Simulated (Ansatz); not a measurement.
C$_{3}$H$_{10}$OS$_{3}$Zr (`C[S][Zr]([OH])([S]C)[S]C`), 18 atoms. Total charge 0; spin multiplicity 1. Correlated methods include outer-core shells of Zr, which these sets cover unevenly. Zr: def2 effective core potential. Hardware: A = 4 threads of an AMD EPYC 7R13 on a shared host and a share of an NVIDIA H100 80 GB; B = 4 threads of an AMD EPYC 7R13 on a shared host. Correlated methods freeze the cores.

(1) How many basis functions does each run have, and how long does it take in Ansatz? RKS ωB97M-V/def2-SVP energy [B]; RKS PBE0-D4/def2-TZVP relaxation (52 steps) [A]; RKS PBE0-D4/def2-QZVPP energy [A]; RHF-CCSD(T)/def2-TZVPP energy [A]; RKS PBE0-D4/def2-SVP energy [B]; RKS ωB97M-V/def2-TZVPP energy and forces [A]; direct RPA on PBE orbitals/def2-TZVPP energy [A]; RKS ωB97X-V/def2-TZVPP energy [A]; RKS LC-ωPBE/def2-TZVPP energy [A]; RKS SPW92 (LDA)/def2-TZVPP energy [A]; RKS ωB97M-V/def2-QZVPP energy [A]; RHF-MP2/def2-QZVPP energy [A]. (Best estimate.)

## Answers

(1) Computed: Other jobs shared the machine, so times are rough.

```json
{"level": "RKS SPW92 (LDA)/def2-TZVPP", "job": "energy [A]", "functions": "446", "wall time": "3.4 s", "peak host memory (GiB)": "0.94"}
{"level": "RKS LC-ωPBE/def2-TZVPP", "job": "energy [A]", "functions": "446", "wall time": "4.1 s", "peak host memory (GiB)": "1.1"}
{"level": "RKS PBE0-D4/def2-SVP", "job": "energy [B]", "functions": "191", "wall time": "4.2 s", "peak host memory (GiB)": "1.1"}
{"level": "direct RPA on PBE orbitals/def2-TZVPP", "job": "energy [A]", "functions": "446", "wall time": "6.5 s", "peak host memory (GiB)": "2.1"}
{"level": "RKS PBE0-D4/def2-QZVPP", "job": "energy [A]", "functions": "819", "wall time": "7 s", "peak host memory (GiB)": "1.4"}
{"level": "RHF-MP2/def2-QZVPP", "job": "energy [A]", "functions": "819", "wall time": "9 s", "peak host memory (GiB)": "1.4"}
{"level": "RKS ωB97M-V/def2-TZVPP", "job": "energy and forces [A]", "functions": "446", "wall time": "9 s", "peak host memory (GiB)": "1.2"}
{"level": "RKS ωB97M-V/def2-QZVPP", "job": "energy [A]", "functions": "819", "wall time": "9 s", "peak host memory (GiB)": "1.5"}
{"level": "RKS ωB97X-V/def2-TZVPP", "job": "energy [A]", "functions": "446", "wall time": "12 s", "peak host memory (GiB)": "1.1"}
{"level": "RKS ωB97M-V/def2-SVP", "job": "energy [B]", "functions": "191", "wall time": "14 s", "peak host memory (GiB)": "1.2"}
{"level": "RHF-CCSD(T)/def2-TZVPP", "job": "energy [A]", "functions": "446", "wall time": "32 s", "peak host memory (GiB)": "1.1"}
{"level": "RKS PBE0-D4/def2-TZVP", "job": "relaxation (52 steps) [A]", "functions": "335", "wall time": "90 s", "peak host memory (GiB)": "1.1"}
```

LC-ωPBE has ω = 0.4 bohr⁻¹.
